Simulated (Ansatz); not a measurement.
In₁₀As₁₁H₂₈, a nanocrystal cut from wurtzite InAs (hydrogen-capped). The state is a doublet with charge 0. Geometry PBE-D4/def2-SVP, that of the charge +1 singlet; atoms count from 1.

```
atom   x (Å)   y (Å)   z (Å)
 As1   1.852   3.758   1.593
 In2   1.248   3.525   4.326
 As3   1.753   2.492  -2.808
 In4   3.660   0.744  -3.652
 In5   0.986   2.097  -0.316
 As6   1.625  -0.319   0.627
 As7  -0.300   1.310   3.883
 In8   1.052  -0.895   3.222
 As9   1.915  -1.441  -3.468
In10   0.797  -2.113  -1.138
As11   1.495  -4.509  -0.198
As12  -0.503  -3.045   2.865
In13   0.818  -5.392   2.392
In14  -0.247   3.483  -4.376
As15  -1.665   2.039  -0.010
In16  -2.511   1.891   2.540
As17  -1.827   1.213  -4.058
In18  -2.931   0.430  -1.741
As19  -1.835  -1.906  -0.995
As20  -3.772  -0.512   2.364
In21  -2.707  -2.812   1.401
 H22   3.358   3.815   1.349
 H23   1.536   5.148   1.046
 H24   2.750   2.997   4.995
 H25   0.170   4.850   4.590
 H26   2.601   3.743  -2.557
 H27   4.698   0.379  -2.314
 H28   3.892   0.960  -5.349
 H29   3.143  -0.381   0.460
 H30  -0.856   0.968   5.267
 H31   2.490  -1.195   4.147
 H32   2.537  -2.749  -3.953
 H33   0.756  -1.426  -4.462
 H34   2.997  -4.544  -0.469
 H35   1.096  -5.477  -1.310
 H36  -1.114  -3.258   4.253
 H37   2.344  -5.328   3.196
 H38  -0.367  -6.607   2.070
 H39   0.284   3.422  -6.018
 H40  -1.121   4.630  -3.416
 H41  -2.096   3.430  -0.477
 H42  -3.550   3.171   3.071
 H43  -1.170  -0.040  -4.634
 H44  -3.001   1.241  -5.035
 H45  -4.663   0.427  -1.645
 H46  -2.347  -2.939  -1.999
 H47  -4.313  -0.849   3.753
 H48  -5.129  -0.298   1.694
 H49  -3.827  -4.130   1.296
```

In the def2 sets In takes a core potential; there is no spin–orbit coupling. Single mean-field runs in def2-TZVP are fitted with def2-universal-jkfit.

(1) Estimate the Mulliken populations of the heavy atoms from the PBE0/def2-TZVP orbitals of Ansatz.

(2) Where does the spin sit?

(3) And the Mayer bond orders between heavy atoms (over 0.3)?

Results:

(1) 
```csv
atom,charge (e),spin (α − β)
As1,-0.36,0.04
In2,0.37,0.06
As3,-0.62,0.03
In4,0.39,0.04
In5,0.70,0.11
As6,-0.64,0.03
As7,-0.65,0.00
In8,0.63,0.05
As9,-0.38,0.06
In10,0.62,0.22
As11,-0.36,0.07
As12,-0.65,0.00
In13,0.35,0.10
In14,0.40,0.01
As15,-0.64,0.01
In16,0.62,0.01
As17,-0.40,0.00
In18,0.55,0.03
As19,-0.61,0.03
As20,-0.41,0.01
In21,0.60,0.03
```
Mulliken values depend strongly on the basis.

(2) Summed by element: As 0.27, In 0.66, H 0.07, of 1 unpaired in all. Largest on single atoms: In10 0.22, In5 0.11, In13 0.10.

(3) As1–In2 0.53 (2.81 Å); As1–In5 0.59 (2.67 Å); In2–As7 0.60 (2.74 Å); As3–In4 0.62 (2.72 Å); As3–In5 0.69 (2.64 Å); As3–In14 0.63 (2.73 Å); In4–As9 0.51 (2.80 Å); In5–As6 0.66 (2.67 Å); In5–As15 0.63 (2.67 Å); As6–In8 0.60 (2.72 Å); As6–In10 0.65 (2.65 Å); As7–In8 0.65 (2.67 Å); As7–In16 0.70 (2.65 Å); In8–As12 0.65 (2.68 Å); As9–In10 0.57 (2.67 Å); In10–As11 0.57 (2.67 Å); In10–As19 0.63 (2.64 Å); As11–In13 0.54 (2.82 Å); As12–In13 0.59 (2.73 Å); As12–In21 0.70 (2.66 Å); In14–As17 0.50 (2.78 Å); As15–In16 0.64 (2.69 Å); As15–In18 0.65 (2.68 Å); In16–As20 0.58 (2.72 Å); As17–In18 0.63 (2.68 Å); In18–As19 0.66 (2.69 Å); As19–In21 0.65 (2.71 Å); As20–In21 0.58 (2.71 Å).
